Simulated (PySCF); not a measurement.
**Mo (molybdenum, neutral): UHF calculation**

Configuration: [Kr] 4d4 5s1 6s1, high-spin 7D determinant (an excited configuration). Calculation: PySCF 2.14, in aug-cc-pVTZ-PP with one added diffuse shell each of s, p, d, f, g type with ECP28MDF (7s7p6d4f3g, 113 functions); a scalar-relativistic core potential.

* Total energy: -67.145084 hartree
* One-electron energy: -112.9905 hartree
* Hartree (Coulomb) energy: 52.9999 hartree
* Exchange energy: -7.1545 hartree
* ⟨S²⟩: 12.0035
* ⟨L²⟩: 6.032
* Sum of ⟨r⟩: 29.72 bohr
* Sum of ⟨r²⟩: 142.1 bohr²
* Traceless quadrupole moment −½Σ⟨3z² − r²⟩ along its main axis: 0.768 e·bohr²

```csv
shell,electrons,mean orbital energy (hartree),spread (hartree),"rms radius, mean of both spins (bohr)"
4s α,1,-3.28255,0,1.19
4s β,1,-3.06371,0,1.19
4p α,3,-2.15627,0.03583,1.33
4p β,3,-1.87713,0.05266,1.33
4d α,4,-0.59347,0.04650,1.92
5s α,1,-0.39759,0,3.40
6s α,1,-0.08177,0,10.1
```

Energies and moments cover only the electrons outside the core potential. The outer electron is Rydberg-like, and this basis confines it to a smaller radius and binds it less than a complete one would.
